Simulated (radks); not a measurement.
Values are calculated unless marked as measured or tabulated.
Problem. Numerical settings for the ruthenium ion Ru6+, [Kr] 4d2. Level of theory: scalar-relativistic Kohn-Sham, PBE, spin-polarised, spherical densities, point nucleus; open shells are filled with parallel spins first (spin-orbit coupling, left out, can overturn this in heavy ions) (a radial shooting solver on a logarithmic mesh with Libxc functionals). The defaults (mesh step 0.008 in ln r, mesh end at 40 bohr or more with all orbitals vanishing there, Anderson mixing 0.5 over 9 steps, residual threshold near 1e-9 with the energy settled to 1e-9 hartree or 1e-11 of itself, here a cap of 50 iterations) give E = -4522.1205 hartree and 4d at -85.159 eV in 14 iterations. Run on one thread of a shared host, so times are rough (Arm Neoverse V1): 0.2 s of CPU time, 0.2 s wall, 14 iterations on 2476 mesh points. One setting is changed at a time: mesh step in ln r 0.2; mesh step in ln r 0.005; mesh step in ln r 0.02; mesh end (bohr) 1; mesh end (bohr) 5; residual threshold 1e-13; residual threshold 0.001; mixing 1; linear mixing, mixing 0.8; linear mixing, mixing 0.5; mixing history 20; iteration cap 2. Which runs fail to converge, and which converge to a wrong energy?

Solution. Not converged within the cap: mesh step in ln r 0.2; iteration cap 2. Settled on a wrong energy, with an occupied level pushed above zero by the early mesh end: mesh end (bohr) 1 (+95.2 hartree). Apart from these: no run marked as converged misses the energy by more than 1 mhartree.
